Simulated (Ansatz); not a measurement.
The same ligand exchange along the group O, S, Se.

Gas-phase electronic energies from Ansatz, PBE0-D4/def2-TZVP geometries. CBS: MP2 limit from def2 TZ/QZ plus the TZ coupled-cluster correction, frozen cores. This one scheme is used for every species. DFT in def2-TZVPP. For Se outer-core shells are correlated without core-valence functions, which leaves a few kJ/mol of doubt a bond. Scalar relativity is left out up to krypton.

| reaction | PBE-D4 (kcal/mol) | LDA (SPW92) (kcal/mol) |
| --- | --- | --- |
| `[OH][AlH2]` + `C1N[SiH2]1` → `[AlH2][N]1C[SiH2]1` + H₂O | 5.7 | 6.2 |
| `[AlH2][SH]` + `C1N[SiH2]1` → `[AlH2][N]1C[SiH2]1` + H₂S | 2.7 | 2.3 |
| `[AlH2][SeH]` + `C1N[SiH2]1` → `[AlH2][N]1C[SiH2]1` + H₂Se | 4.2 | 3.6 |

Question: Give the CCSD(T)/CBS values in the same order. (Estimate.)

Answer: The calculation gave: 5.1, 1.0, 3.1 kcal/mol.

Largest T1 diagnostic: 0.013, for `[AlH2][N]1C[SiH2]1`.
